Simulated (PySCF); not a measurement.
The dipole of `FCC1=CC=C[SiH2]1` from its density and from atomic charges.

Coordinates (GFN2-xTB, Å) and charges (e) from the PBE0/pcSseg-1 density (PySCF):

```tsv
atom	x	y	z	Mulliken	IAO	Hirshfeld	ESP-fitted
F1	-2.588	0.907	-0.653	-0.3438	-0.3306	-0.1221	-0.2354
C2	-2.064	-0.235	-0.087	+0.2981	+0.0414	+0.0203	+0.0093
C3	-0.582	-0.154	-0.011	-0.5669	-0.2749	-0.0941	-0.0916
C4	0.223	-1.182	0.289	-0.0593	-0.1575	-0.0513	-0.1993
C5	1.647	-0.886	0.330	-0.0814	-0.1298	-0.0426	-0.0508
C6	2.001	0.377	0.065	-0.3888	-0.4403	-0.1505	-0.4899
Si7	0.462	1.405	-0.303	+0.7668	+0.7465	+0.3325	+0.5618
H8	-2.516	-0.314	0.911	+0.1209	+0.1497	+0.0467	+0.0968
H9	-2.406	-1.075	-0.704	+0.1167	+0.1484	+0.0481	+0.1049
H10	-0.126	-2.185	0.496	+0.0739	+0.1448	+0.0496	+0.1470
H11	2.345	-1.678	0.567	+0.0932	+0.1506	+0.0502	+0.1404
H12	3.029	0.698	0.070	+0.1078	+0.1566	+0.0406	+0.1944
H13	0.381	1.879	-1.682	-0.0660	-0.1011	-0.0631	-0.0916
H14	0.193	2.443	0.690	-0.0710	-0.1039	-0.0644	-0.0959
```

Q: Form Σ q r in debye for every column and set it beside the full dipole.

A: The full density gives (0.70, -1.39, 0.69) D, 1.70 D in size; dipole vectors point from the negative to the positive end.

| scheme | μx | μy | μz | size (D) | share of the full size (%) | angle to the full dipole (°) |
| --- | --- | --- | --- | --- | --- | --- |
| Mulliken | -0.26 | 0.36 | 0.43 | 0.62 | 37 | 111 |
| IAO | 0.78 | -0.93 | 0.82 | 1.46 | 86 | 15 |
| Hirshfeld | 0.31 | -0.48 | 0.32 | 0.65 | 38 | 8 |
| ESP-fitted | 0.69 | -1.38 | 0.70 | 1.70 | 100 | 0 |

Q: Which set comes closest?

A: Length of the difference vector: ESP-fitted 0.01 D, IAO 0.48 D, Hirshfeld 1.06 D, Mulliken 2.01 D. Closest: ESP-fitted. The schemes that divide the density aren't constrained to reproduce the dipole.

Q: What is left for the Hirshfeld atoms' own dipoles?

A: The Hirshfeld atoms' densities add up to the full density, so μ = Σ q r + Σ (atomic dipoles). The atomic dipoles sum to (0.70, -1.39, 0.69) − (0.31, -0.48, 0.32) = (0.39, -0.91, 0.37) D, 1.06 D in size.

Q: With the origin at the mean of the coordinates, (0.000, 0.000, -0.002) Å, which are the largest single terms, by size, of the ESP-fitted dipole along the direction of the full one?

A: Si7 -2.91, F1 +2.34, H11 +1.73, H10 +1.37, C6 -1.27 D; all 14 atoms together +1.70 D. The single terms depend on the origin, their sum doesn't.

Q: Give the size of the full dipole in other units.

A: 1.70 D = 0.669 au = 0.354 e·Å = 5.67 × 10⁻³⁰ C·m.

The structure is a single GFN2-xTB conformer in the gas phase; no vibrational or solvent corrections.

The values belong to the conformer `[F:1][CH2:2][C:3]1=[CH:4][CH:5]=[CH:6][SiH2:7]1`: F1–C2–C3–C4 -169°.
